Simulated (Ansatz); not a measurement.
CH2F2O2Si, SMILES [SiH](F)(C(O)=O)F. Atoms are numbered in the order given.

```xyz
8

O      1.5089     1.1087     0.5161
C      1.1050     0.1550    -0.0989
O      1.8964    -0.6480    -0.8368
Si    -0.7380    -0.3715    -0.1247
F     -1.5775     0.8837    -0.6888
F     -1.1786    -0.6156     1.4065
H      2.8100    -0.3080    -0.7674
H     -1.0457    -1.5702    -0.9240
```

Coordinates come from a B3LYP-D3(BJ)/def2-SVP optimisation. This is a generated structure with no PubChem entry under its InChIKey; it may be hypothetical. One conformer was computed; it need not be the lowest.

Two levels are set side by side: PBE-D3(BJ)/def2-SVP (Ansatz, a first-principles code) and B3LYP-D3(BJ)/def2-SVP (Ansatz). Each level has its own optimised geometry; the coordinates shown are those of the second. Differences are taken from unrounded values.

```csv
quantity,B3LYP-D3(BJ)
mean bond length (Å),1.449
bond O1–C2 (Å),1.205
bond C2–O3 (Å),1.347
bond C2–Si4 (Å),1.917
bond Si4–F5 (Å),1.612
bond Si4–F6 (Å),1.612
bond O3–H7 (Å),0.977
bond Si4–H8 (Å),1.473
```

**Question.** What does PBE-D3(BJ) give, and how far is it from B3LYP-D3(BJ)? (An estimate is asked for; the answer gives what the named calculation found.)

**Answer.** 
```
quantity              PBE-D3(BJ)  PBE-D3(BJ) minus B3LYP-D3(BJ)
--------------------  ----------  -----------------------------
mean bond length (Å)       1.460                          0.011
bond O1–C2 (Å)             1.215                          0.010
bond C2–O3 (Å)             1.356                          0.009
bond C2–Si4 (Å)            1.925                          0.008
bond Si4–F5 (Å)            1.625                          0.013
bond Si4–F6 (Å)            1.625                          0.013
bond O3–H7 (Å)             0.987                          0.010
bond Si4–H8 (Å)            1.489                          0.016
```

Exact exchange shortens and stiffens bonds; PBE has none. Differences between two approximate levels are no errors against the true value.
